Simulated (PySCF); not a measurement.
Species: C₆H₃FNP.
Bonds: N1–C2 (triple), C2–C3, C3–C4 (aromatic), C4–C5 (aromatic), C5–C6 (aromatic), C6–C7 (aromatic), C7–F8, C7–P9 (aromatic), C3–P9 (aromatic). Hydrogens: H10 on C4; H11 on C5; H12 on C6.

The same species was optimised twice, with GFN2-xTB and with PBE0-D3(BJ)/def2-SVP (PySCF), and the same property calculations (PySCF, gas phase) were run on both structures.

```csv
coordinate,GFN2-xTB,PBE0-D3(BJ)/def2-SVP,change
C7–F8 (Å),1.353,1.333,-0.020
C2–C3 (Å),1.412,1.431,+0.019
N1≡C2 (Å),1.147,1.160,+0.013
C6–C7 (Å),1.377,1.387,+0.010
C4–C5 (Å),1.381,1.391,+0.010
C3–C4 (Å),1.392,1.400,+0.008
C5–C6 (Å),1.387,1.393,+0.006
C3–P9 (Å),1.752,1.756,+0.004
C7–P9 (Å),1.743,1.747,+0.004
C6–C7–P9 (°),128.3,127.4,-0.9
F8–C7–P9 (°),114.8,115.7,+0.9
C3–P9–C7 (°),97.2,98.0,+0.8
C3–C4–C5 (°),123.4,122.9,-0.5
N1–C2–C3 (°),179.3,179.7,+0.4
C2–C3–C4 (°),117.7,118.1,+0.4
C4–C5–C6 (°),122.4,122.9,+0.5
C2–C3–P9 (°),115.9,115.5,-0.4
```

Rotational constants: A = 2942, B = 1057, C = 777.6 MHz (GFN2-xTB) against A = 2921, B = 1045, C = 769.8 MHz (PBE0-D3(BJ)/def2-SVP). Point groups within 0.08 Å: Cs and Cs.

On the GFN2-xTB structure: lowest triplet, Tamm–Dancoff (eV) 2.95 [CAM-B3LYP/def2-SVPD]; isotropic polarisability (au) 97.1 [CAM-B3LYP/def2-SVPD]; HOMO (eV) -9.06 [CAM-B3LYP/def2-SVPD]; LUMO (eV) -1.71 [CAM-B3LYP/def2-SVPD]; dipole (D) 4.63 [CAM-B3LYP/def2-SVPD]; HOMO (eV) -7.95 [PBE0/pcSseg-1]; LUMO (eV) -2.75 [PBE0/pcSseg-1]; dipole (D) 4.62 [PBE0/pcSseg-1]; GIAO shielding of N1 (ppm) -61.0 [PBE0/pcSseg-1]; GIAO shielding of C2 (ppm) 62.3 [PBE0/pcSseg-1]; GIAO shielding of C3 (ppm) 37.8 [PBE0/pcSseg-1]; GIAO shielding of C4 (ppm) 43.7 [PBE0/pcSseg-1]; GIAO shielding of C5 (ppm) 48.5 [PBE0/pcSseg-1]; GIAO shielding of C6 (ppm) 57.7 [PBE0/pcSseg-1]; GIAO shielding of C7 (ppm) -24.6 [PBE0/pcSseg-1]; GIAO shielding of F8 (ppm) 246.3 [PBE0/pcSseg-1].

Q: What do these properties become on the PBE0-D3(BJ)/def2-SVP structure?

A: 
| property | level | on GFN2-xTB | on PBE0-D3(BJ)/def2-SVP | change |
| --- | --- | --- | --- | --- |
| lowest triplet, Tamm–Dancoff (eV) | CAM-B3LYP/def2-SVPD | 2.95 | 2.93 | -0.02 |
| isotropic polarisability (au) | CAM-B3LYP/def2-SVPD | 97.1 | 98.3 | +1.2 |
| HOMO (eV) | CAM-B3LYP/def2-SVPD | -9.06 | -9.02 | +0.04 |
| LUMO (eV) | CAM-B3LYP/def2-SVPD | -1.71 | -1.70 | +0.01 |
| dipole (D) | CAM-B3LYP/def2-SVPD | 4.63 | 4.74 | +0.11 |
| energy, GFN2-xTB geometry as zero (kcal/mol) | CAM-B3LYP/def2-SVPD | 0.0 | -0.5 | -0.5 |
| HOMO (eV) | PBE0/pcSseg-1 | -7.95 | -7.91 | +0.04 |
| LUMO (eV) | PBE0/pcSseg-1 | -2.75 | -2.75 | 0.00 |
| dipole (D) | PBE0/pcSseg-1 | 4.62 | 4.74 | +0.12 |
| energy, GFN2-xTB geometry as zero (kcal/mol) | PBE0/pcSseg-1 | 0.0 | -0.3 | -0.3 |
| GIAO shielding of N1 (ppm) | PBE0/pcSseg-1 | -61.0 | -66.7 | -5.7 |
| GIAO shielding of C2 (ppm) | PBE0/pcSseg-1 | 62.3 | 60.1 | -2.2 |
| GIAO shielding of C3 (ppm) | PBE0/pcSseg-1 | 37.8 | 35.4 | -2.4 |
| GIAO shielding of C4 (ppm) | PBE0/pcSseg-1 | 43.7 | 42.2 | -1.5 |
| GIAO shielding of C5 (ppm) | PBE0/pcSseg-1 | 48.5 | 46.4 | -2.1 |
| GIAO shielding of C6 (ppm) | PBE0/pcSseg-1 | 57.7 | 55.5 | -2.2 |
| GIAO shielding of C7 (ppm) | PBE0/pcSseg-1 | -24.6 | -24.4 | +0.2 |
| GIAO shielding of F8 (ppm) | PBE0/pcSseg-1 | 246.3 | 248.3 | +2.0 |

The heavy atoms differ by 0.020 Å rms after alignment. Among bonds between heavy atoms C2–C3 and C7–F8 change most and about equally (-0.020 to +0.019 Å). Changes are differences of the printed values. Neither structure is proved a minimum here.
